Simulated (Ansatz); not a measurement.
A made-up structure of BSiHF2, closed shell:

```
5
angstrom
B -0.6725 1.1469 -0.3807
Si 0.3179 -0.5415 0.1681
F -0.4269 -2.0911 0.4634
F 2.0185 -0.6298 0.5462
H -1.2370 2.1155 -0.7970
```

It is relaxed with PBE-D4/def2-SVP and then PBE0-D4/def2-TZVP (Ansatz 0.2.0). Atoms count as bonded within 1.22 times the sum of their covalent radii (H–H: 0.88 Å). The end point is not checked to be a true minimum.

Does its bonding change? (Judge from chemistry; the calculation decides.)

The calculation gives: No: no bond forms or breaks.

Where it ends: The first stage lowers the energy by 1.04 eV in 10 steps. It ends as BSiHF₂ ([BH][Si]([F])[F]):
```tsv
atom	x (Å)	y (Å)	z (Å)
B1	-0.6554	1.0993	-0.0436
Si2	0.3256	-0.5406	-0.0753
F3	-0.3884	-1.8569	0.4537
F4	1.7948	-0.5524	0.5276
H5	-1.0766	1.8506	-0.8623
```

Labels in which every atom is bracketed show which atoms are joined, not bond orders.

For scale, one of the runs: PBE0-D4/def2-TZVP relaxation, 136 basis functions, launched by `ansatz run in.yaml --threads 2 --pin off --events-out ev --progress --plain --max-ram 4352MiB`. The run took about 11 s on 2 CPU threads of an Intel Xeon Platinum 8488C (shared host).
